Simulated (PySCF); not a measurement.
# Interval between two levels of Hg³⁺ by level of theory

Hg³⁺ [Xe] 4f14 5d9 [2D5/2, M_J = 5/2] → Hg³⁺ [Xe] 4f14 5d8 6s1 [4F9/2, M_J = 9/2], as a difference of total energies. Computed with PySCF 2.14 in x2c-SVPall-2c with one added diffuse shell each of s, p, d type (8s11p10d2f, 105 functions), with the two-component X2C-1e Hamiltonian. Correlated levels: [Kr] 4d10 4f14 frozen; the 22 highest virtual spinors dropped. "Screened" scales the spin-orbit matrix elements by Boettger's factors to mimic the two-electron term; Breit and QED terms are absent.

| method | interval between two levels (cm⁻¹) |
| --- | --- |
| GHF (screened spin-orbit) | 60459 |
| GMP2 (screened spin-orbit) | 63055 |

The labels give the starting determinants; with spin-orbit coupling the two ends relaxed to ⟨J²⟩ = 8.77, ⟨L²⟩ = 6.16, ⟨S²⟩ = 0.90 and ⟨J²⟩ = 24.76, ⟨L²⟩ = 12.44, ⟨S²⟩ = 3.78.
